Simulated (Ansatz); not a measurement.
```csv
atom,x (Å),y (Å),z (Å)
C,-0.0029,-0.0458,-0.6317
N,0.0249,-0.0982,0.6485
H,0.0352,0.9194,1.0597
H,-0.0159,-0.9979,-1.1867
H,-0.0394,0.8813,-1.2322
```

Basis set: aug-cc-pVDZ (spherical functions). Frozen core: 2 orbitals. Charge 0, multiplicity 1.

Computed with Ansatz (development build ahead of 0.2.0); each method stands on the lowest determinant of its kind that the runs found. Restricted open shells among the atoms or ions are ROHF, correlated in semicanonical orbitals with singles.

The atomization energy at this shape (free ground-state atoms in the same class of orbitals less the molecule, no zero-point energy) of singlet CH₃N:

```json
{"method": "RHF", "atomization energy": "294.61 kcal/mol"}
```

Question: What does RHF-MP2 give?

Answer: 409.94 kcal/mol.
